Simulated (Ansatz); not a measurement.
`N[SiH](Cl)N[SiH3]` + `[SiH3][NH][GeH3]` → `[SiH3][N]([SiH3])[GeH3]` + `N[SiH](N)Cl`  (ligand exchange at the Si–N bond)

Program: Ansatz. Geometries: PBE0-D4/def2-TZVP. ΔE: electronic, gas phase. CBS: MP2 limit from def2 TZ/QZ plus the TZ coupled-cluster correction, frozen cores. For Ge outer-core shells are correlated without core-valence functions, which leaves a few kJ/mol of doubt a bond. Scalar relativity is left out up to krypton. One conformer a species, not always the lowest.

```json
{"level": "HF/def2-QZVPP", "ΔE (kcal/mol)": "-0.1"}
{"level": "HF/CBS(def2)", "ΔE (kcal/mol)": "-0.1"}
```

(1) What does CCSD(T)/CBS give? (Best estimate.)

Largest T1 diagnostic among the species: 0.012.

## Answers

(1) Ansatz gave: -1.7 kcal/mol. The listed levels differ from it by 1.6, 1.6 kcal/mol.

In def2-TZVPP, CCSD(T) changes the Hartree–Fock value by −1.5 kcal/mol (the triples alone add −0.2 kcal/mol) and MP2 by −1.8 kcal/mol. The D4 term adds −0.8 kcal/mol with B3LYP and −0.4 kcal/mol with PBE0; it sums over pairs of atoms, weighted by their polarisabilities, and B3LYP, whose exchange is more repulsive, gets the larger term.

B3LYP here is the variant with VWN-RPA as its local correlation; programs differ in this.
